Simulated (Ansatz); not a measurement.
A made-up structure of CH$_{5}$BZn, singlet:

B1  (-1.165, 1.573, -1.126)
Zn2  (-0.094, 0.129, -0.091)
C3  (0.913, -1.231, 0.882)
H4  (-1.809, 1.327, -2.110)
H5  (-1.194, 2.726, -0.793)
H6  (1.590, -0.778, 1.612)
H7  (1.516, -1.840, 0.202)
H8  (-0.646, 2.470, -0.628)
(Å)

It is relaxed with PBE-D4/def2-SVP and then PBE0-D4/def2-TZVP (Ansatz 0.2.0). Atoms count as bonded within 1.22 times the sum of their covalent radii (H–H: 0.88 Å). The end point is not checked to be a true minimum.

Q: Does its bonding change? (A judgement: the text doesn't fix the answer.)

A: By the calculation: Yes. Formed: Zn2–H8; broken: H5–H8.

Where it ends: The first stage lowers the energy by 4.03 eV in 23 steps. It ends as CH₅BZn ([CH2][Zn]1[H][BH2]1):
```
atom    x (Å)    y (Å)    z (Å)
  B1  -1.1872   1.6831  -1.0233
 Zn2   0.4043   0.6113  -0.2452
  C3   1.1868  -0.7966   0.6526
  H4  -1.6364   1.1861  -2.0076
  H5  -1.8096   2.2537  -0.1839
  H6   0.9888  -0.8741   1.7237
  H7   1.1363  -1.7784   0.1772
  H8   0.0269   2.0906  -1.1465
```

Labels in which every atom is bracketed show which atoms are joined, not bond orders.

For scale, one of the runs: PBE0-D4/def2-TZVP relaxation, 140 basis functions, launched by `ansatz run in.yaml --threads 2 --pin off --events-out ev --progress --plain --max-ram 4352MiB`. The run took about 25 s on 2 CPU threads of an Intel Xeon Platinum 8259CL (shared host).
